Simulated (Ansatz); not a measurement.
Bi3⁺, relaxed as a singlet with RKS B3LYP-D4/def2-SVP in Ansatz, starting from the GFN1-xTB geometry. Force threshold 0.02 eV/Å.

In the def2 sets Bi takes a core potential; there is no spin–orbit coupling. The structure comes from a short search, and lower isomers may exist.

Start:

```xyz
3

Bi   -0.069   -0.051   -0.006
Bi    0.074   -0.349    2.686
Bi   -0.006    0.399   -2.679
```

```tsv
step	energy (eV)	largest force component (eV/Å)	SCF passes
1	-17520.8393	0.361	203
2	-17520.8491	0.210	54
3	-17520.8691	0.053	63
4	-17520.8950	0.085	52
5	-17520.9349	0.134	56
6	-17520.9845	0.155	46
7	-17521.0257	0.179	59
8	-17521.2196	1.494	100
9	-17521.8069	1.145	33
10	-17522.4285	1.364	34
11	-17523.0945	1.311	32
12	-17523.5163	0.255	36
13	-17523.5250	0.031	33
14	-17523.5251	0.001	25
```

Force components are those of the run's own axes.

End:

```xyz
3

Bi   -1.353   -0.999   -0.119
Bi    0.698    0.298    1.506
Bi    0.655    0.701   -1.386
```

Bonds formed: Bi2–Bi3 (atoms count from 1). The end is the same structure that another start reached, the lowest one found.

No frequencies were taken in this run, so the end may be a saddle point.

It took 32 s on 2 threads of Intel Xeon 6975P-C on a shared host.
